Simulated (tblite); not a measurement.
Compound: C₅H₇Cl₂O (doublet state).
Geometry (GFN2-xTB, Å), atoms numbered from 1 in this order:
```xyz
15
C5H7Cl2O angstrom
C      2.6572    0.0006   -0.4173
C      1.2975   -0.1093   -0.3671
C      0.5099    0.6666    0.4669
C     -0.9470    0.5712    0.5738
Cl    -1.3516   -0.1668    2.2110
Cl    -1.6595    2.2187    0.5839
C     -1.6927   -0.2548   -0.4785
O     -1.3341   -1.6028   -0.4743
H      3.2423   -0.6133   -1.0766
H      3.1844    0.7041    0.2036
H      0.8113   -0.8383   -0.9990
H      0.9819    1.3853    1.1216
H     -2.7720   -0.1302   -0.3123
H     -1.4462    0.1340   -1.4702
H     -1.4858   -1.9570    0.4125
```

Level: GFN2-xTB in tblite, geometry and Hessian alike; calculated harmonic values, unscaled, isolated species. This tight-binding method is rough: wavenumbers can miss measured ones by several per cent, in bad cases by 10 to 20. One conformer, not necessarily the lowest. Open shells enter through the occupations alone, without spin polarisation, and single modes of such species can be off by tens of per cent.

Harmonic wavenumbers (cm⁻¹): 49.2, 118.0, 144.6, 157.9, 198.7, 222.9, 291.1, 313.3, 330.8, 387.6, 412.2, 450.2, 515.7, 564.5, 729.7, 762.2, 808.6, 867.8, 963.7, 988.4, 990.6, 1101.1, 1155.9, 1203.0, 1247.6, 1264.4, 1305.3, 1323.9, 1337.2, 1433.6, 1462.7, 1488.6, 2893.5, 2978.5, 3075.1, 3094.4, 3114.9, 3158.1, 3487.4.

A = 1607, B = 1047, C = 905.6 MHz; mass 152.987 u (most abundant isotopes); point group C1, symmetry number 1; spin multiplicity 2.

**Question.** What is the zero-point energy?

**Answer.** ½Σν̃ = 23196 cm⁻¹ = 66.32 kcal/mol.

**Question.** Give the ideal-gas entropy at 500 K and 1 bar in the rigid-rotor, harmonic-oscillator model (classical rotation).

**Answer.** Translation 43.58, rotation 31.28, vibration 45.00, spin (R ln 2) 1.38: S = 121.2 cal/(mol K).

**Question.** And Cp and H(500 K) − H(0)?

**Answer.** Cp = 50.06 cal/(mol K), of which vibrations give 42.11 (their classical limit is 39 R = 77.5); H(500 K) − H(0) = 15.58 kcal/mol without the zero-point energy, 11.60 from vibrations.

**Question.** Which modes carry the vibrational entropy at 500 K?

**Answer.** 49.2 cm⁻¹: 5.87; 118.0 cm⁻¹: 4.14; 144.6 cm⁻¹: 3.74; 157.9 cm⁻¹: 3.57; 198.7 cm⁻¹: 3.12; 222.9 cm⁻¹: 2.90 cal/(mol K); the other 33 give 21.64 together.

**Question.** What must be added to the electronic energy to get the Gibbs energy at 500 K and 1 bar?

**Answer.** ZPE + [H(500 K) − H(0)] − T·S = 66.32 + 15.58 − 60.62 = 21.28 kcal/mol.

Hindered rotation and anharmonicity are outside this model. Other conformers, if any are populated, would add a mixing term that is left out. The structure is chiral; the term R ln 2 for an equal mix with its mirror image is left out.
